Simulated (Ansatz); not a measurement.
Reaction: CH5GeO (SMILES [GeH3][CH]O, doublet) → CH5GeO (SMILES [CH3][GeH][OH], doublet)
Each species at its own B3LYP-D3(BJ)/def2-TZVP minimum (Ansatz, a first-principles code), one conformer.

Total energies in hartree (Ansatz). Open shells are spin-unrestricted; no spin-orbit coupling. Correlated methods leave the cores frozen (noble-gas shells, and filled d and f shells in the p block). No relativity.

```tsv
species	HF/cc-pVTZ	CCSD(T)/cc-pVTZ	HF/cc-pVQZ	CCSD(T)/cc-pVQZ	CCSD(T)/cc-pVDZ	CCSDT(Q)/cc-pVDZ
1: CH5GeO (SMILES [GeH3][CH]O, doublet)	-2191.02628	-2191.59281	-2191.03929	-2191.63995	-2191.37360	-2191.37560
2: CH5GeO (SMILES [OH][GeH][CH3], doublet)	-2191.08747	-2191.66322	-2191.10095	-2191.71139	-2191.43429	-2191.43638
```

Problem. Work out the isomerisation energy (electronic) in kcal/mol: take Hartree-Fock from cc-pVQZ, extrapolate the CCSD(T) correlation energy as X^-3 (X = 3, 4), and add CCSDT(Q) - CCSD(T) in cc-pVDZ. 1 hartree = 627.51 kcal/mol.

Solution. 
Species 1: correlation (64·(-0.60066) - 27·(-0.56653))/37 = -0.62557; step -0.00200; E1 = -2191.03929 + (-0.62557) + (-0.00200) = -2191.66686
Species 2: correlation (64·(-0.61044) - 27·(-0.57575))/37 = -0.63575; step -0.00209; E2 = -2191.10095 + (-0.63575) + (-0.00209) = -2191.73879
-1·E1 +1·E2 = -0.07193 hartree = -45.1 kcal/mol.
